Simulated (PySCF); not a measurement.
PySCF 2.14 output of a UHF calculation on a single atom or ion in cc-pVDZ-DK (6s5p3d1f, 43 functions), with scalar relativity by spin-free X2C-1e:

```
SCF conv_tol = 1e-09
number electrons alpha = 13  beta = 9
cycle= 1 E= -1155.41848134718  delta_E= -0.0043  |g|= 0.0223  |ddm|= 0.0438
cycle= 2 E= -1155.41859784292  delta_E= -0.000116  |g|= 0.00432  |ddm|= 0.0122
cycle= 3 E= -1155.41860284274  delta_E= -5e-06  |g|= 0.000339  |ddm|= 0.00567
cycle= 4 E= -1155.41860288458  delta_E= -4.18e-08  |g|= 3.75e-05  |ddm|= 0.00104
cycle= 5 E= -1155.41860288562  delta_E= -1.04e-09  |g|= 1.19e-05  |ddm|= 0.000195
cycle= 6 E= -1155.41860288577  delta_E= -1.57e-10  |g|= 3.07e-06  |ddm|= 5.5e-05
converged SCF energy = -1155.41860288577  <S^2> = 6.0015025  2S+1 = 5.000601
```

The run itself started from symmetry-adapted Hartree-Fock orbitals and held the occupation by maximum overlap, so the iterations belong to that start.

**Question.** Which element, charge and spin multiplicity is this?

**Answer.** Mn³⁺ (manganese, charge +3), multiplicity 5; the state was [Ar] 3d4, high-spin 5D determinant.
